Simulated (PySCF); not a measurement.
Two-component Hartree-Fock for Te⁴⁶⁺ (tellurium, charge +46)

Start: [He] 2s2 2p2; 2p1/2 filled at m_j = -1/2, +1/2. Calculated with PySCF 2.14 in an uncontracted even-tempered set (17 s from 25 bohr⁻², ratio 2.4; 12 p from 33 bohr⁻², ratio 2.4; 5 d from 110 bohr⁻², ratio 2.6; 4 f from 160 bohr⁻², ratio 2.6): generalised Hartree-Fock with the X2C-1e Hamiltonian and a Gaussian nucleus; one run each with spin-orbit coupling (SO) switched off, then screened by Boettger's factors.

```
spinor shell  electrons  ε, spin-free (eV)  ε, screened SO (eV)  weight of nominal j (screened SO)  rms radius, screened SO (bohr)
       1s1/2          2           -36022.6             -36002.7                              1.000                          0.0317
       2s1/2          2            -8413.2              -8407.1                              1.000                           0.124
       2p1/2          2            -8066.7              -8248.8                              1.000                           0.105
```

```tsv
quantity	spin-free	screened SO
E (hartree)	-4031.76298	-4046.30416
M_J	0	0
⟨J²⟩	2.000	0.000
⟨L²⟩	2.000	1.333
⟨S²⟩	2.000	1.333
```

Breit and QED terms are absent; they matter most for the inner s and p1/2 levels.

Densities and radii are taken from the X2C orbitals without a picture-change correction, which distorts them close to the nucleus.

Without spin-orbit coupling the j labels of p, d and f shells carry no meaning; the spin-free column gives the mean over the occupied spinors of each nl shell.
